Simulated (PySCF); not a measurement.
Fill in the blanks.

C6H9FO.
SMILES: `C=C1C[C@]1(F)OCC`

Conformer (atom-mapped SMILES and torsion angles): `[CH2:1]=[C:2]1[CH2:3][C@:4]1([F:5])[O:6][CH2:7][CH3:8]`: C3–C4–O6–C7 68°, C4–O6–C7–C8 79°.

```tsv
property	level	value
point group of the GFN2-xTB geometry	GFN2-xTB	C1
rotational constants A, B, C of the GFN2-xTB geometry	GFN2-xTB	4.420, 1.281, 1.205 GHz
dipole moment	PBE0/def2-SVPD	?
HOMO energy	PBE0/def2-SVPD	-7.88 eV
LUMO energy	PBE0/def2-SVPD	-0.46 eV
lowest singlet excitation	TDDFT PBE0/def2-SVPD	?
strongest line among the 6 lowest singlet transitions	TDDFT PBE0/def2-SVPD	?
lowest triplet excitation (Tamm–Dancoff)	TDA PBE0/def2-SVPD	4.23 eV
static isotropic polarisability	PBE0/def2-SVPD	?
electronic spatial extent ⟨r²⟩ about the centre of nuclear charge	PBE0/def2-SVPD	1074 bohr²
13C chemical shifts (computed TMS as zero) by class	GIAO PBE0/pcSseg-1	?
1H chemical shifts (computed TMS as zero) by class	GIAO PBE0/pcSseg-1	?
isotropic shieldings of nuclei other than C and H, by class	GIAO PBE0/pcSseg-1	232 (1 O), 310 (1 F) ppm
```

The electronic properties come from PySCF, for the isolated species, density fitting. NMR classes are plain means over equivalent atoms (diastereotopic ones count apart unless rotation or inversion swaps them), as if these changed places fast; in this geometry the members of some classes differ.

(1) The static isotropic polarisability?

(2) Give the lowest singlet excitation.

(3) Give the 1H chemical shifts (computed TMS as zero) by class.

(4) What is the strongest line among the 6 lowest singlet transitions?

(5) The dipole moment?

(6) Give the 13C chemical shifts (computed TMS as zero) by class.

## Answers

(1) 78.0 au.

(2) 5.89 eV (211 nm, f = 0.002).

(3) 6.29 (1 H), 5.84 (1 H), 4.13 (1 H), 3.94 (1 H), 1.67 (1 H), 1.54 (1 H), 1.49 (3 H) ppm.

(4) S3 at 7.14 eV (174 nm, f = 0.239).

(5) 1.94 D.

(6) 142.7 (1 C), 114.3 (1 C), 105.2 (1 C), 71.0 (1 C), 20.1 (1 C), 19.5 (1 C) ppm.

The rotational constants make it an asymmetric top with κ = (2B − A − C)/(A − C) = -0.95, nearer the prolate limit (−1). The dipole equals about 6.5 × 10⁻³⁰ C·m (1 D = 3.33564 × 10⁻³⁰ C·m). The 6 singlets span 5.89 to 7.71 eV, and their oscillator strengths add up to 0.55.

One conformer stands for the species.
